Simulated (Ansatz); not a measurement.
`[F][GeH]([Cl])[GeH3]` + H–F → `[F][GeH]([F])[GeH3]` + HCl at 700 K and 1 bar (ligand exchange at a Ge–Cl bond).

Gas-phase electronic energies from Ansatz, PBE0-D4/def2-TZVP geometries. CCSD(T)/CBS adds triple-zeta CCSD(T) − MP2 to the extrapolated MP2 energy (def2 sets, frozen cores). This one scheme is used for every species. For Ge outer-core shells are correlated without core-valence functions, which leaves a few kJ/mol of doubt a bond. Scalar relativity is left out up to krypton.

| species | CCSD(T)/CBS energy (Eh) | H − E (kJ/mol) | S (J/(mol·K)) |
| --- | --- | --- | --- |
| `[F][GeH]([Cl])[GeH3]` | -4714.27861 | 166.6 | 481.8 |
| H–F | -100.39570 | 45.2 | 198.5 |
| `[F][GeH]([F])[GeH3]` | -4354.28742 | 167.4 | 468.9 |
| HCl | -460.38127 | 38.4 | 211.8 |

H − E and S are ideal-gas, rigid-rotor, harmonic terms from PBE0-D4/def2-TZVP, for one conformer and one mirror image of each species. 1 Eh = 2625.50 kJ/mol, R = 8.31446 J/(mol·K).

Q: By hand: ΔE, ΔH, ΔS and ΔG.

A: ΔE = (-4354.28742) + (-460.38127) − (-4714.27861) − (-100.39570) = 0.00562 Eh = 14.8 kJ/mol. Δ(H − E) = 167.4 + 38.4 − 166.6 − 45.2 = -6.0, so ΔH = 8.8 kJ/mol. ΔS = 468.9 + 211.8 − 481.8 − 198.5 = 0.4 J/(mol·K). ΔG = 8.8 − 700 × (0.4)/1000 = 8.5 kJ/mol.

Q: By hand: the equilibrium constant, and the temperature at which ΔG would vanish if ΔH and ΔS stayed fixed.

A: log₁₀ K = −ΔG/(RT ln 10) = -0.6. ΔG = 0 at ΔH/ΔS = 22000 K, far beyond where these terms or the molecules hold.

The number of gas molecules stays the same, so ΔS is small and ΔH decides. A doubt of 5 kJ/mol in ΔE shifts log₁₀ K by 0.4 here. Other conformers and mirror images would add mixing entropy, several J/(mol·K) or more a flexible species. These are equilibria of isolated gas molecules and say nothing of rates. Largest T1 diagnostic: 0.012 (customary marks: 0.02 for closed shells, 0.045 for open ones).
